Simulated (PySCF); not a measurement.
## Adding and removing an electron: RbH

PBE0; PySCF, spin-free X2C with a Gaussian nucleus, basis sets Rb x2c-SVPall, H x2c-SVPall. Neutral (UKS): singlet (closed shell), Re = 2.332 Å, ωe = 945 cm⁻¹, De = 1.66 eV, HOMO -4.19 eV, LUMO -1.12 eV.

RbH⁺ (UKS): doublet (σ ↑), Re = 3.511 Å, ωe = 147 cm⁻¹, De = 0.03 eV to Rb⁺ + H. The energies at the minima are -2980.94790 hartree for RbH and -2980.73271 for RbH⁺.

(1) Work out the adiabatic ionisation energy, without and with harmonic zero-point energies (1 hartree = 27.2114 eV, 1 eV = 8065.5 cm⁻¹), and the change of the bond length.

Weak bonds: RbH⁺. Basis-set superposition, not corrected here, can be much of De in a small basis, most of all at correlated wavefunction levels. Spin–orbit coupling is left out. For an ion De counts to the pair picked by the measured ionisation energies or electron affinities, which need not be the lowest pair at this level. States were picked by a PBE0 search and need not be the measured ground states.

Results:

(1) At PBE0: 0.21519 hartree = 5.856 eV between the minima; the zero-point term (147.0 − 945.0)/2 cm⁻¹ = -0.049 eV makes it 5.806 eV. Re changes by +117.9 pm against the neutral. Minus the HOMO energy is 4.19 eV, -1.67 eV from the value between the minima; self-interaction puts the Kohn–Sham level too high, less so with exact exchange. The electron leaves a σ orbital, and the ion is left as a loose complex of an ion and an atom.
